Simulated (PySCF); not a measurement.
Cartesian coordinates (Å):
```xyz
12

N     -0.1733     3.2222     0.3726
C     -0.0889     2.1489    -0.0414
Si     0.0414     0.3971    -0.6345
Si     1.9572    -0.5299     0.3529
Si    -1.9362    -0.6980    -0.0061
H      0.1738     0.4698    -2.1083
H      1.7923    -0.5137     1.8239
H      3.1604     0.2425    -0.0300
H      2.0928    -1.9303    -0.1133
H     -2.0442    -0.6792     1.4701
H     -3.1108    -0.0282    -0.6080
H     -1.8645    -2.1012    -0.4780
```
Charge 0, multiplicity 1.

Q: What total energy, HOMO–LUMO gap and dipole moment does PBE-D3(BJ)/def2-TZVP // B3LYP-D3(BJ)/def2-TZVP (PySCF) give?

A: 
The total energy is -965.0254 Ha and the HOMO–LUMO gap comes out as 5.58 eV. The dipole moment is 3.72 D.
